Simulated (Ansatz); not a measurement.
One change: `F[SiH]1CS1` becomes `F[Si@H]1S[C@@H]1[GeH3]`.

Ansatz, PBE0-D4/def2-TZVP geometries, multiplicity 1. 

Scalar relativity is left out up to krypton.

| property | `F[SiH]1CS1` |
| --- | --- |
| HOMO energy (PBE/def2-TZVPP) / eV | -6.15 |
| LUMO energy (B3LYP/def2-TZVPP) / eV | -0.32 |
| HOMO energy (B3LYP/def2-TZVPP) / eV | -7.10 |
| LUMO energy (PBE0/def2-TZVPP) / eV | -0.07 |
| HOMO–LUMO gap (PBE0/def2-TZVPP) / eV | 7.30 |
| HOMO energy (PBE0/def2-TZVPP) / eV | -7.37 |

What does the change do to each property? (Estimate.)

Ansatz gave: 
```csv
property,`F[Si@H]1S[C@@H]1[GeH3]`,shift
HOMO energy (PBE/def2-TZVPP) / eV,-6.05,0.10
LUMO energy (B3LYP/def2-TZVPP) / eV,-0.60,-0.28
HOMO energy (B3LYP/def2-TZVPP) / eV,-6.98,0.12
LUMO energy (PBE0/def2-TZVPP) / eV,-0.36,-0.29
HOMO–LUMO gap (PBE0/def2-TZVPP) / eV,6.86,-0.44
HOMO energy (PBE0/def2-TZVPP) / eV,-7.22,0.15
```

With PBE0 the HOMO rises by 0.15 eV and the LUMO falls by 0.29 eV, so the gap narrows by about 0.44 eV. PBE moves the HOMO by 0.10 eV and ωB97M-V by 0.18 eV.

B3LYP here is the variant with VWN-RPA as its local correlation; programs differ in this.
